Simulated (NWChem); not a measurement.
System: CuPH4; SMILES [CuH]<-[PH3]

```xyz
6

Cu     0.0000     0.0000    -0.8238
H      0.0000     0.0000    -2.3458
P      0.0000     0.0000     1.3760
H      1.2139     0.2395     2.1017
H     -0.3995    -1.1710     2.1017
H     -0.8144     0.9315     2.1017
```
Atoms are numbered in this order, from 1.

Program: NWChem. Pople sets run with spherical d functions. Structure relaxed at the PBE-D3(BJ)/def2-SVP level. Vzz is the largest principal value of the second derivative of the potential at the nucleus (NWChem prints the opposite sign); η is the asymmetry. Non-relativistic.

| level | Vzz Cu1 (a.u.) | η Cu1 |
|---|---|---|
| CAM-B3LYP/6-31G* | 0.508 | 0.00 |
| B3LYP/def2-SVP | -0.350 | 0.00 |
| B3LYP/cc-pVTZ | -1.097 | 0.00 |
